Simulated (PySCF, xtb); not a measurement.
C₄H₉FSi, SMILES [SiH2]1CC(C)(F)C1.

Harmonic wavenumbers (cm⁻¹) from GFN2-xTB (xtb) at its own minimum, in rising order: 69, 224, 306, 324, 401, 420, 449, 454, 502, 612, 693, 725, 757, 763, 776, 842, 921, 956, 987, 1042, 1120, 1164, 1199, 1220, 1258, 1396, 1454, 1461, 1480, 1492, 2267, 2293, 3008, 3011, 3017, 3019, 3029, 3034, 3047.

### Question
What does PBE0-D3(BJ)/def2-SVP (PySCF 2.14.0) give at its own minimum? (An estimate is asked for; the answer gives what the named calculation found.)

### Answer
133, 258, 312, 333, 418, 431, 457, 500, 529, 669, 716, 755, 794, 795, 878, 940, 949, 961, 990, 1022, 1088, 1091, 1215, 1237, 1299, 1396, 1398, 1425, 1451, 1469, 2232, 2240, 3061, 3091, 3095, 3164, 3169, 3174, 3174. Paired by order, the mean absolute difference is 47 cm⁻¹ and the zero-point energies are 73.2 and 74.8 kcal/mol.
